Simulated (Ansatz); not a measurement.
Relaxation of CH4BFO (8 atoms, charge 0, multiplicity 1), to a largest force component of 0.015 eV/Å in at most 40 steps.

Theory: Ansatz, RKS B3LYP-D4/def2-SVP.

```xyz
8
Properties=species:S:1:pos:R:3:forces:R:3
B -0.867 0.813 0.504 -0.33 -0.60 -1.45
O -0.600 -0.575 0.347 -0.81 1.36 0.97
C -1.634 -1.267 0.963 -2.41 -1.57 -1.46
F -1.520 -2.650 0.782 0.57 1.32 0.14
H -1.561 1.398 -0.348 0.47 -0.50 0.29
H -0.548 1.469 1.443 0.46 -0.12 0.54
H -1.742 -1.085 2.039 0.44 0.11 0.36
H -2.682 -1.031 0.476 1.63 0.00 0.61
```

**Question.** Where does it end, and by what steps?

**Answer.** The forces met the threshold. The force dipped under the threshold on the way, but the program's further checks kept it going. After 19 steps the energy has fallen by 1.128 eV; O2 moved furthest, 1.07 Å.

```json
{"step": "0", "energy less start (eV)": "0.0000", "largest force component (eV/Å)": "2.414", "accepted": "yes"}
{"step": "1", "energy less start (eV)": "-0.2672", "largest force component (eV/Å)": "1.439", "accepted": "yes"}
{"step": "2", "energy less start (eV)": "-0.3698", "largest force component (eV/Å)": "1.069", "accepted": "yes"}
{"step": "3", "energy less start (eV)": "-0.5149", "largest force component (eV/Å)": "0.625", "accepted": "yes"}
{"step": "4", "energy less start (eV)": "-0.6397", "largest force component (eV/Å)": "0.763", "accepted": "yes"}
{"step": "5", "energy less start (eV)": "-0.8055", "largest force component (eV/Å)": "0.766", "accepted": "yes"}
{"step": "6", "energy less start (eV)": "-0.9991", "largest force component (eV/Å)": "0.533", "accepted": "yes"}
{"step": "7", "energy less start (eV)": "-1.0851", "largest force component (eV/Å)": "0.575", "accepted": "yes"}
{"step": "8", "energy less start (eV)": "-1.1068", "largest force component (eV/Å)": "0.875", "accepted": "yes"}
{"step": "9", "energy less start (eV)": "-1.1200", "largest force component (eV/Å)": "0.360", "accepted": "yes"}
{"step": "10", "energy less start (eV)": "-1.1153", "largest force component (eV/Å)": "0.336", "accepted": "no"}
{"step": "11", "energy less start (eV)": "-1.1259", "largest force component (eV/Å)": "0.087", "accepted": "yes"}
{"step": "12", "energy less start (eV)": "-1.1265", "largest force component (eV/Å)": "0.057", "accepted": "yes"}
{"step": "13", "energy less start (eV)": "-1.1271", "largest force component (eV/Å)": "0.038", "accepted": "yes"}
{"step": "14", "energy less start (eV)": "-1.1275", "largest force component (eV/Å)": "0.049", "accepted": "yes"}
{"step": "15", "energy less start (eV)": "-1.1280", "largest force component (eV/Å)": "0.018", "accepted": "yes"}
{"step": "16", "energy less start (eV)": "-1.1281", "largest force component (eV/Å)": "0.008", "accepted": "yes"}
{"step": "17", "energy less start (eV)": "-1.1281", "largest force component (eV/Å)": "0.010", "accepted": "yes"}
{"step": "18", "energy less start (eV)": "-1.1276", "largest force component (eV/Å)": "0.070", "accepted": "no"}
{"step": "19", "energy less start (eV)": "-1.1281", "largest force component (eV/Å)": "0.004", "accepted": "yes"}
```

```xyz
8
Properties=species:S:1:pos:R:3
B -0.830 0.846 0.535
O -0.910 -0.253 1.316
C -1.816 -1.284 1.064
F -1.194 -2.266 0.355
H -1.613 0.997 -0.376
H 0.028 1.646 0.805
H -2.141 -1.698 2.033
H -2.677 -0.916 0.476
```

Whether the end is a true minimum wasn't checked by a vibrational analysis.

Time of the run: 2.9 min on 1 thread of Intel(R) Xeon(R) Processor @ 2.50GHz (Skylake/Cascade Lake), with other jobs on the host, peak memory 0.15 GiB.
